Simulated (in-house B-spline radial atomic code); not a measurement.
Configurations of Kr5+, with energies counted from [Ar] 3d10 4s2 4p1. Method: scalar-relativistic (X2C) r2SCAN0, spin-polarised, spherical fractional occupations, exact exchange averaged over the configuration, Fermi nucleus of rms radius 4.1884 fm. Calculated with a radial B-spline atomic code at the basis-set limit. Shells without spins written out take the highest spin.

Occupations are held fixed; configurations that lie above the ionisation limit could autoionise.

```
                configuration  E - E(ref) (eV)  highest orbital  its <r> (bohr)
            [Ar] 3d10 4s2 5d1           48.685            5d up             3.8
         [Ar] 3d9 4s2 4p1 5s1           126.97            5s up            2.77
         [Ar] 3d9 4s2 4p1 5d1           142.43            5d up           3.697
[Ne] 3s2 3p5 3d10 4s2 4p1 4f1           258.32            4f up           2.567
[Ne] 3s2 3p5 3d10 4s2 4p1 5d1           261.68            5d up           3.699
```

Order these further configurations by energy, lowest first.
A. [Ne] 3s2 3p5 3d10 4s2 4p1 5s1
B. [Ne] 3s2 3p5 3d10 4s2 4p1 5f1
C. [Ar] 3d10 4s1 4p1 4f1
D. [Ar] 3d9 4s2 4p2
E. [Ar] 3d10 4s2 5s1

E (33.402 eV), C (59.889 eV), D (89.663 eV), A (246.2 eV), B (270.21 eV).
